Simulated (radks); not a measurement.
Results of a calculation; reference values are marked as such.
All-electron atom: Cd+ in [Kr] 4d10 5s1 (the NIST ground configuration).

Code: a radial shooting solver on a logarithmic mesh with Libxc functionals. Model: non-relativistic Kohn-Sham, r2SCAN, spin-polarised, spherical densities, point nucleus; open shells are filled with parallel spins first (spin-orbit coupling, left out, can overturn this in heavy ions); meta-GGA in the generalised Kohn-Sham scheme; relativity is left out, which matters for an element this heavy.

Energy parts (hartree):
| part | energy |
|---|---|
| total | -5467.25315 |
| kinetic | 5465.03614 |
| electron-nucleus | -13000.61396 |
| Hartree | 2219.42982 |
| exchange-correlation | -151.10515 |

Orbitals (lengths in bohr, moments of r in powers of bohr; <r^-3> diverges for s and p1/2):
[
 {"orbital": "1s up", "occ.": "1", "eigenvalue (hartree)": "-944.6706", "<1/r>": "47.47", "<r^-3>": "-"},
 {"orbital": "1s down", "occ.": "1", "eigenvalue (hartree)": "-944.6697", "<1/r>": "47.47", "<r^-3>": "-"},
 {"orbital": "2s up", "occ.": "1", "eigenvalue (hartree)": "-138.0491", "<1/r>": "10.83", "<r^-3>": "-"},
 {"orbital": "2s down", "occ.": "1", "eigenvalue (hartree)": "-138.0496", "<1/r>": "10.83", "<r^-3>": "-"},
 {"orbital": "2p up", "occ.": "3", "eigenvalue (hartree)": "-128.5979", "<1/r>": "10.82", "<r^-3>": "3555"},
 {"orbital": "2p down", "occ.": "3", "eigenvalue (hartree)": "-128.5980", "<1/r>": "10.82", "<r^-3>": "3555"},
 {"orbital": "3s up", "occ.": "1", "eigenvalue (hartree)": "-26.08012", "<1/r>": "3.881", "<r^-3>": "-"},
 {"orbital": "3s down", "occ.": "1", "eigenvalue (hartree)": "-26.07935", "<1/r>": "3.881", "<r^-3>": "-"},
 {"orbital": "3p up", "occ.": "3", "eigenvalue (hartree)": "-22.22173", "<1/r>": "3.792", "<r^-3>": "635.3"},
 {"orbital": "3p down", "occ.": "3", "eigenvalue (hartree)": "-22.22100", "<1/r>": "3.792", "<r^-3>": "635.3"},
 {"orbital": "3d up", "occ.": "5", "eigenvalue (hartree)": "-15.11493", "<1/r>": "3.636", "<r^-3>": "99.38"},
 {"orbital": "3d down", "occ.": "5", "eigenvalue (hartree)": "-15.11456", "<1/r>": "3.636", "<r^-3>": "99.39"},
 {"orbital": "4s up", "occ.": "1", "eigenvalue (hartree)": "-4.02551", "<1/r>": "1.498", "<r^-3>": "-"},
 {"orbital": "4s down", "occ.": "1", "eigenvalue (hartree)": "-4.02463", "<1/r>": "1.498", "<r^-3>": "-"},
 {"orbital": "4p up", "occ.": "3", "eigenvalue (hartree)": "-2.78431", "<1/r>": "1.383", "<r^-3>": "105.0"},
 {"orbital": "4p down", "occ.": "3", "eigenvalue (hartree)": "-2.78307", "<1/r>": "1.384", "<r^-3>": "105.0"},
 {"orbital": "4d up", "occ.": "5", "eigenvalue (hartree)": "-0.79605", "<1/r>": "1.066", "<r^-3>": "10.27"},
 {"orbital": "4d down", "occ.": "5", "eigenvalue (hartree)": "-0.78762", "<1/r>": "1.076", "<r^-3>": "10.45"},
 {"orbital": "5s up", "occ.": "1", "eigenvalue (hartree)": "-0.47740", "<1/r>": "0.4600", "<r^-3>": "-"},
 {"orbital": "5s down", "occ.": "0", "eigenvalue (hartree)": "-0.40884", "<1/r>": "0.4623", "<r^-3>": "-"}
]

The highest occupied level is 5s up at -12.991 eV. The spin density at the nucleus is 11.47 e/bohr^3 (1s 0.09, 2s 0.07, 3s 0.01, 4s 0.07, 5s 11.24). The density falls to 0.001 e/bohr^3 at r = 3.91 bohr. Spin moment in Bohr magnetons: 1. Virial ratio -V/T = 2.00041. Summed over all electrons, <r^2> = 38.68 bohr^2, which gives a Langevin (diamagnetic) susceptibility term of -30.6 x 10^-6 cm^3/mol. The electron density at the nucleus is 7.765e+04 e/bohr^3.
